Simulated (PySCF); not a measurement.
Geometry (Å), atoms numbered from 1 in this order:
```xyz
10

As   -0.3026   -0.5174    1.0043
C     1.3792   -0.5760   -0.0185
H     1.9815    0.3059    0.2447
H     1.2062   -0.5828   -1.1038
H     1.9468   -1.4741    0.2641
C    -1.1819    0.9140   -0.0233
H    -2.2488    0.9486    0.2399
H    -1.0813    0.7695   -1.1083
H    -0.7297    1.8770    0.2554
H    -0.9695   -1.6646    0.2456
```

Geometry: PBE0-D3(BJ)/def2-SVP; GIAO shifts from PySCF 2.14, gas phase, non-relativistic, averaged over equivalent atoms.

At PBE0/pcSseg-1 (110 basis functions, 7.4 s wall time on 1 thread of an x86-64 server CPU, shared host):
```tsv
atoms	δ (ppm)
As1	354.5
C2/C6	7.6
H10	3.38
H3/H4/H5/H7/H8/H9	0.93
```

Chemical shifts δ = σref − σ; ⁷⁵As (σ = 1910.42 ppm) against AsH3; ¹³C (σ = 184.41 ppm), ¹H (σ = 31.27 ppm) vs TMS, all at this level.

Estimate the result of repeating the calculation with wB97X-D/pcSseg-1.

Results:


```tsv
atoms	δ at wB97X-D/pcSseg-1	change
As1	348.4	-6.1
C2/C6	7.0	-0.6
H10	3.32	-0.06
H3/H4/H5/H7/H8/H9	0.89	-0.04
```

Scale: AsH3 for ⁷⁵As (1895.54 ppm); ¹³C (184.54 ppm) and ¹H (31.38 ppm) against TMS (reference shieldings calculated alike).

The largest change is at As1 (arsenic bonded to 2 C, H). Cost: 110 basis functions, 7.5 s wall time on 1 thread of an x86-64 server CPU, shared host.

Relativistic effects, spin–orbit coupling among them, are left out; they matter for As and for the light atoms bonded to it.
